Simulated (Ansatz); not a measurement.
Harmonic vibrations of the cluster Cu₆As⁻ by finite differences.

```yaml
crystal:
  periodic: [false, false, false]
  atoms:
    - {symbol: As, position_ang: [0.667536, -1.977605, -0.666814]}
    - {symbol: Cu, position_ang: [-0.249598, 0.402784, -1.208286]}
    - {symbol: Cu, position_ang: [-1.783859, 1.086460, 0.628452]}
    - {symbol: Cu, position_ang: [1.971649, 0.020033, -0.359152]}
    - {symbol: Cu, position_ang: [-1.549932, -1.269085, -0.061482]}
    - {symbol: Cu, position_ang: [0.738599, 2.009842, 0.415155]}
    - {symbol: Cu, position_ang: [0.205594, -0.272439, 1.252138]}
basis:
  gaussian: {orbitals: def2-SVPD}
total_charge: -1
hamiltonian: {xc: {name: B3LYP}, dispersion: d4}
scf: {omitted_lower_state_checks: [starts]}
phonons: {temperatures: {t_min: 298.15, t_max: 900, t_step: 200}}
```

```sh
$ ansatz run in.yaml --threads 4 --pin off --events-out ev --progress --plain --max-ram 4787MiB
```

Output, abridged:

```
Functional definition: B3LYP
mean field -328656.10104566 eV, -12077.8889423215 hartree, gradient 6.0e-5 eV, S^2 0.000000; 0 other end points of the search recorded, 0 dependent functions left out
mean field -328656.10108273 eV, -12077.8889436837 hartree, gradient 7.3e-6 eV, S^2 0.000000; 0 other end points of the search recorded, 0 dependent functions left out
mean field -328656.10097741 eV, -12077.8889398133 hartree, gradient 7.3e-6 eV, S^2 0.000000; 0 other end points of the search recorded, 0 dependent functions left out
mean field -328656.10086702 eV, -12077.8889357566 hartree, gradient 7.0e-6 eV, S^2 0.000000; 0 other end points of the search recorded, 0 dependent functions left out
mean field -328656.10117525 eV, -12077.8889470840 hartree, gradient 7.3e-6 eV, S^2 0.000000; 0 other end points of the search recorded, 0 dependent functions left out
mean field -328656.10098976 eV, -12077.8889402674 hartree, gradient 7.0e-6 eV, S^2 0.000000; 0 other end points of the search recorded, 0 dependent functions left out
mean field -328656.10109256 eV, -12077.8889440451 hartree, gradient 7.0e-6 eV, S^2 0.000000; 0 other end points of the search recorded, 0 dependent functions left out
mean field -328656.10102385 eV, -12077.8889415200 hartree, gradient 7.3e-6 eV, S^2 0.000000; 0 other end points of the search recorded, 0 dependent functions left out
mean field -328656.10103515 eV, -12077.8889419354 hartree, gradient 7.3e-6 eV, S^2 0.000000; 0 other end points of the search recorded, 0 dependent functions left out
mean field -328656.10104539 eV, -12077.8889423117 hartree, gradient 7.3e-6 eV, S^2 0.000000; 0 other end points of the search recorded, 0 dependent functions left out
mean field -328656.10102119 eV, -12077.8889414222 hartree, gradient 7.0e-6 eV, S^2 0.000000; 0 other end points of the search recorded, 0 dependent functions left out
mean field -328656.10101275 eV, -12077.8889411122 hartree, gradient 7.0e-6 eV, S^2 0.000000; 0 other end points of the search recorded, 0 dependent functions left out
mean field -328656.10104823 eV, -12077.8889424161 hartree, gradient 7.3e-6 eV, S^2 0.000000; 0 other end points of the search recorded, 0 dependent functions left out
mean field -328656.10092878 eV, -12077.8889380263 hartree, gradient 7.0e-6 eV, S^2 0.000000; 0 other end points of the search recorded, 0 dependent functions left out
mean field -328656.10114159 eV, -12077.8889458471 hartree, gradient 7.3e-6 eV, S^2 0.000000; 0 other end points of the search recorded, 0 dependent functions left out
mean field -328656.10114213 eV, -12077.8889458667 hartree, gradient 7.0e-6 eV, S^2 0.000000; 0 other end points of the search recorded, 0 dependent functions left out
mean field -328656.10092641 eV, -12077.8889379393 hartree, gradient 7.0e-6 eV, S^2 0.000000; 0 other end points of the search recorded, 0 dependent functions left out
mean field -328656.10108983 eV, -12077.8889439448 hartree, gradient 7.4e-6 eV, S^2 0.000000; 0 other end points of the search recorded, 0 dependent functions left out
mean field -328656.10099216 eV, -12077.8889403554 hartree, gradient 7.4e-6 eV, S^2 0.000000; 0 other end points of the search recorded, 0 dependent functions left out
mean field -328656.10116865 eV, -12077.8889468415 hartree, gradient 7.0e-6 eV, S^2 0.000000; 0 other end points of the search recorded, 0 dependent functions left out
mean field -328656.10087257 eV, -12077.8889359606 hartree, gradient 7.3e-6 eV, S^2 0.000000; 0 other end points of the search recorded, 0 dependent functions left out
mean field -328656.10102001 eV, -12077.8889413788 hartree, gradient 7.3e-6 eV, S^2 0.000000; 0 other end points of the search recorded, 0 dependent functions left out
mean field -328656.10104497 eV, -12077.8889422962 hartree, gradient 7.3e-6 eV, S^2 0.000000; 0 other end points of the search recorded, 0 dependent functions left out
mean field -328656.10100630 eV, -12077.8889408753 hartree, gradient 7.3e-6 eV, S^2 0.000000; 0 other end points of the search recorded, 0 dependent functions left out
mean field -328656.10106934 eV, -12077.8889431916 hartree, gradient 7.3e-6 eV, S^2 0.000000; 0 other end points of the search recorded, 0 dependent functions left out
mean field -328656.10091464 eV, -12077.8889375065 hartree, gradient 7.3e-6 eV, S^2 0.000000; 0 other end points of the search recorded, 0 dependent functions left out
mean field -328656.10113255 eV, -12077.8889455146 hartree, gradient 7.0e-6 eV, S^2 0.000000; 0 other end points of the search recorded, 0 dependent functions left out
mean field -328656.10092254 eV, -12077.8889377969 hartree, gradient 7.3e-6 eV, S^2 0.000000; 0 other end points of the search recorded, 0 dependent functions left out
mean field -328656.10113537 eV, -12077.8889456182 hartree, gradient 7.0e-6 eV, S^2 0.000000; 0 other end points of the search recorded, 0 dependent functions left out
mean field -328656.10102874 eV, -12077.8889416997 hartree, gradient 7.3e-6 eV, S^2 0.000000; 0 other end points of the search recorded, 0 dependent functions left out
mean field -328656.10104740 eV, -12077.8889423857 hartree, gradient 7.3e-6 eV, S^2 0.000000; 0 other end points of the search recorded, 0 dependent functions left out
mean field -328656.10105896 eV, -12077.8889428105 hartree, gradient 7.0e-6 eV, S^2 0.000000; 0 other end points of the search recorded, 0 dependent functions left out
mean field -328656.10102234 eV, -12077.8889414647 hartree, gradient 7.3e-6 eV, S^2 0.000000; 0 other end points of the search recorded, 0 dependent functions left out
mean field -328656.10118207 eV, -12077.8889473347 hartree, gradient 7.3e-6 eV, S^2 0.000000; 0 other end points of the search recorded, 0 dependent functions left out
mean field -328656.10087460 eV, -12077.8889360354 hartree, gradient 7.0e-6 eV, S^2 0.000000; 0 other end points of the search recorded, 0 dependent functions left out
mean field -328656.10107995 eV, -12077.8889435818 hartree, gradient 7.4e-6 eV, S^2 0.000000; 0 other end points of the search recorded, 0 dependent functions left out
mean field -328656.10100295 eV, -12077.8889407521 hartree, gradient 7.4e-6 eV, S^2 0.000000; 0 other end points of the search recorded, 0 dependent functions left out
mean field -328656.10103193 eV, -12077.8889418172 hartree, gradient 7.3e-6 eV, S^2 0.000000; 0 other end points of the search recorded, 0 dependent functions left out
mean field -328656.10102793 eV, -12077.8889416701 hartree, gradient 7.3e-6 eV, S^2 0.000000; 0 other end points of the search recorded, 0 dependent functions left out
mean field -328656.10103463 eV, -12077.8889419161 hartree, gradient 7.3e-6 eV, S^2 0.000000; 0 other end points of the search recorded, 0 dependent functions left out
mean field -328656.10103599 eV, -12077.8889419661 hartree, gradient 7.3e-6 eV, S^2 0.000000; 0 other end points of the search recorded, 0 dependent functions left out
mean field -328656.10105065 eV, -12077.8889425051 hartree, gradient 7.3e-6 eV, S^2 0.000000; 0 other end points of the search recorded, 0 dependent functions left out
mean field -328656.10100535 eV, -12077.8889408401 hartree, gradient 7.0e-6 eV, S^2 0.000000; 0 other end points of the search recorded, 0 dependent functions left out
Total energy: -328657.14074972 eV, -12077.9271507409 hartree
Atom 0 at     0.667536    -1.977605    -0.666814 Å, force     0.002338    -0.006191    -0.001869 eV/Å
Atom 1 at    -0.249598     0.402784    -1.208286 Å, force    -0.000149     0.001162     0.001739 eV/Å
Atom 2 at    -1.783859     1.086460     0.628452 Å, force     0.001516     0.014079     0.003398 eV/Å
Atom 3 at     1.971649     0.020033    -0.359152 Å, force     0.014942    -0.005862    -0.004633 eV/Å
Atom 4 at    -1.549932    -1.269085    -0.061482 Å, force    -0.008548    -0.014430    -0.002483 eV/Å
Atom 5 at     0.738599     2.009842     0.415155 Å, force    -0.009596     0.010099     0.004421 eV/Å
Atom 6 at     0.205594    -0.272439     1.252138 Å, force    -0.000503     0.001142    -0.000574 eV/Å
Dipole moment:    -0.042997     0.127408     0.042961 e Å
Vibrations: 63.39 67.58 76.98 106.61 108.77 120.19 130.90 136.32 156.67 167.44 167.92 184.26 215.28 237.89 252.39 cm⁻¹, zero-point energy 0.135923 eV
Checks for a lower state left out: starts
```

It took 23 min on 4 threads of Arm Neoverse N1 on a shared host, peak host memory 1.7 GiB.

The restricted singlet is unstable towards broken spin symmetry in Hartree–Fock (as tested in another run); at B3LYP-D4/def2-SVPD this wasn't settled. The relaxation made no stability test and no search for a lower SCF solution. The structure comes from a short search, and lower isomers may exist.
